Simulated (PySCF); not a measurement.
**Worked example: entropy of an ideal gas**

disulfane (H₂S₂), SMILES SS.

Geometry: PBE-D3(BJ)/def2-TZVP.

PBE-D3(BJ)/def2-TZVP (PySCF 2.14.0) gives the harmonic wavenumbers 455, 504, 866, 869, 2549, 2553 cm⁻¹ and the rotational temperatures 6.9159, 0.3310, 0.3310 K. The molar mass is 66.14 g/mol, the symmetry number 2, the spin multiplicity 1.

**Question.** Work out the entropy at 298.15 K and 1 atm in the rigid-rotor, harmonic-oscillator model.

**Answer.** 
Translation (Sackur–Tetrode at 1 atm): S = R[1.5 ln M + 2.5 ln T − 1.16487] = 161.0 J/(mol K).
Rotation: q = (√π/σ) T^1.5/√(θA θB θC) = 5240, S = R[ln q + 3/2] = 83.7 J/(mol K).
Vibration: with u = 1.4388 ν/T, each mode gives R[u/(e^u − 1) − ln(1 − e^−u)]:
```tsv
ν (cm⁻¹)	modes	u	S (J/(mol K))
455	1	2.20	3.27
504	1	2.43	2.71
866	1	4.18	0.67
869	1	4.19	0.66
```
The stiffer modes add less than 0.005 each. Sum 7.3 J/(mol K).
Spin: R ln 1 = 0.0 J/(mol K).
Total 252.0 J/(mol K); the program's own thermochemistry gives 252.0. Translation makes up 64 % and vibration 3 %. Anharmonicity, hindered rotation and orbital degeneracy are left out.
